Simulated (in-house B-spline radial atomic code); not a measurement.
Binding energies in Ga XIII (Ga12+)

NIST's tabulated ground configuration is [Ar] 3d1; each binding energy is the energy of the ion with one electron taken from that subshell, relaxed, less that of the parent. Method: Dirac-Hartree-Fock, average of configuration, Fermi nucleus of rms radius 3.9973 fm. Calculated with a radial B-spline atomic code at the basis-set limit. Energies include first-order Breit, QED and recoil terms.

```json
{"subshell": "1s", "X-ray name": "K", "binding energy (eV)": "10761.4", "-ε (eV)": "10813.9", "relaxation (eV)": "32.0"}
{"subshell": "2s", "X-ray name": "L1", "binding energy (eV)": "1703.1", "-ε (eV)": "1713.9", "relaxation (eV)": "9.1"}
{"subshell": "2p1/2", "X-ray name": "L2", "binding energy (eV)": "1541.7", "-ε (eV)": "1554.2", "relaxation (eV)": "10.8"}
{"subshell": "2p3/2", "X-ray name": "L3", "binding energy (eV)": "1514.5", "-ε (eV)": "1526.2", "relaxation (eV)": "10.6"}
{"subshell": "3s", "X-ray name": "M1", "binding energy (eV)": "494.4", "-ε (eV)": "495.9", "relaxation (eV)": "1.2"}
{"subshell": "3p1/2", "X-ray name": "M2", "binding energy (eV)": "436.5", "-ε (eV)": "438.0", "relaxation (eV)": "1.3"}
{"subshell": "3p3/2", "X-ray name": "M3", "binding energy (eV)": "431.6", "-ε (eV)": "433.0", "relaxation (eV)": "1.2"}
{"subshell": "3d", "X-ray name": "M4,5", "binding energy (eV)": "355.7", "-ε (eV)": "357.1", "relaxation (eV)": "1.4"}
```

Relaxation = -ε minus the binding energy without Breit, QED and recoil terms.

Emission lines follow as differences of binding energies, with λ = 12398.42 eV·Å / E:

```json
{"line": "K-L3", "holes": "1s → 2p3/2", "energy (eV)": "9246.9", "wavelength (Å)": "1.3408"}
{"line": "K-L2", "holes": "1s → 2p1/2", "energy (eV)": "9219.7", "wavelength (Å)": "1.3448"}
{"line": "K-M3", "holes": "1s → 3p3/2", "energy (eV)": "10329.8", "wavelength (Å)": "1.2003"}
{"line": "L1-M3", "holes": "2s → 3p3/2", "energy (eV)": "1271.5", "wavelength (Å)": "9.751"}
{"line": "L3-M1", "holes": "2p3/2 → 3s", "energy (eV)": "1020.1", "wavelength (Å)": "12.154"}
```

(1) What screening constant σ does Moseley's law, E = (3/4)·13.6057 eV·(Z - σ)², need for K-L3?

(2) What does it cost to remove both a 2p1/2 and a 3s electron?

(3) What does it cost to remove two 3s electrons?

(4) What does it cost to remove both a 2p3/2 and a 3p1/2 electron?

Answers

(1) σ = 0.90.

(2) 2084.7 eV, which is 48.62 eV more than the two single binding energies together.

(3) 1028.6 eV, which is 39.84 eV more than the two single binding energies together.

(4) 2000.8 eV, which is 49.9 eV more than the two single binding energies together.
